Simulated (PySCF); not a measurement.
trans-NiI2(PH3)2 (`[PH3]->[Ni](<-[PH3])([I])[I]`) [triplet] (triplet state). Level of theory: PBE0-D3(BJ)/def2-SVP geometry optimisation, gas phase, def2 core potentials past Kr (PySCF).

```
atom  x, y, z in Å
Ni1    0.0328    0.0006    0.0040
I2     2.6111   -0.0098    0.0819
P3    -0.0028    2.3896    0.0706
H4    -1.0556    3.0837    0.7195
H5    -0.1437    2.9621   -1.2200
H6     1.1116    3.1465    0.5164
I7    -2.5556   -0.0031    0.0082
P8     0.0127   -2.3867   -0.0949
H9    -1.0478   -3.0938   -0.7174
H10   -0.0878   -2.9591    1.1992
H11    1.1251   -3.1300   -0.5676
```

(1) Work out the bond lengths Ni1–I7, Ni1–P8, P3–H4, P8–H10 in bohr.

(2) Where is the centre of mass (commonest isotopes), and what is the radius of gyration?

(3) Give the dihedral angles I2–Ni1–P8–H9, I2–Ni1–P3–H4, I7–Ni1–P3–H6, I7–Ni1–P8–H11, I7–Ni1–P3–H5.

(4) How far are the heavy atoms from their best plane (unweighted least squares)?

(5) What is the repulsion energy of the bare nuclei, Σ ZA·ZB/RAB?

(6) Write the matrix of distances between heavy atoms (Å, lower triangle).

Results:

(1) For Ni1–I7 the difference vector is (-2.5884, -0.0037, 0.0042) Å, of length 2.5884 Å. 1 bohr = 0.529177 Å. Ni1–I7 4.891; Ni1–P8 4.515; P3–H4 2.680; P8–H10 2.681 bohr.

(2) Mass 379.739 u; centre at (0.024, -0.004, 0.029) Å; Rg = √(Σ m r²/M) = 2.360 Å. As Ia + Ib + Ic = 2 Σ m r², the three principal moments sum to 4228.6 u·Å².

(3) I2–Ni1–P8–H9 -152° (antiperiplanar); I2–Ni1–P3–H4 -147° (anticlinal); I7–Ni1–P3–H6 159° (antiperiplanar); I7–Ni1–P8–H11 159° (antiperiplanar); I7–Ni1–P3–H5 -84° (synclinal). Dihedral signs follow IUPAC: positive where, seen along the central bond, the front bond turns clockwise onto the rear one.

(4) 0.026 Å rms; Ni1 0.01, I2 0.03, P3 0.03, I7 0.03, P8 0.03 Å (magnitudes).

(5) 1738.06 Eh over 55 pairs, with full nuclear charges and distances in bohr; the largest single term is 304.44 Eh (Ni1 with I2).

(6) 
```
Ni1   0.000
I2    2.579  0.000
P3    2.390  3.548  0.000
I7    2.588  5.167  3.499  0.000
P8    2.389  3.526  4.779  3.505  0.000
```

PBE0-D3(BJ)/def2-SVP frequencies: not computed here. ⟨S²⟩ = 2.006 (exact for a triplet: 2.00).

Caution for open-shell metal species: one SCF solution and one stationary point were followed, and a lower state or a bent or distorted shape isn't ruled out.
